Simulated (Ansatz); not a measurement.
Total energies of Ge(eta1-allyl)H3 (C3H8Ge) from Ansatz at PBE-D4/def2-TZVP, gas phase (1 Eh = 27.2114 eV = 2625.5 kJ/mol). The reference geometry is relaxed at r2SCAN-D4/def2-SVP.

```xyz
12

Ge    1.104   -0.336    1.404
C     0.143   -0.785   -0.263
C    -0.997    0.146   -0.506
C    -1.028    1.118   -1.429
H    -0.203   -1.827   -0.158
H     0.872   -0.754   -1.089
H    -1.865    0.028    0.159
H    -0.189    1.280   -2.116
H    -1.893    1.778   -1.530
H     0.113   -0.320    2.580
H     1.744    1.053    1.266
H     2.198   -1.382    1.682
```

```
                 state   geometry  energy (Eh)
      charge 0 singlet  reference  -2195.66151
      charge 1 doublet  reference  -2195.33016
free Ge atom (triplet)          –  -2076.60177
 free C atom (triplet)          –    -37.79597
 free H atom (doublet)          –     -0.49962
```

Problem. Work out the vertical ionisation energy to the doublet.

Solution. E(charge 1 doublet) − E(charge 0 singlet) = -2195.33016 − (-2195.66151) = 0.33135 Eh = 9.02 eV. For comparison, −ε of the highest occupied level is 6.01 eV at this level, 3.01 eV less.

Problem. What is the binding energy per atom against free atoms?

Solution. Atoms: 1 × (-2076.60177) + 3 × (-37.79597) + 8 × (-0.49962) = -2193.98664 Eh. Binding: -2193.98664 − (-2195.66151) = 1.67487 Eh = 45.58 eV, or 3.80 eV for each of 12 atoms (no zero-point energy, no counterpoise term).
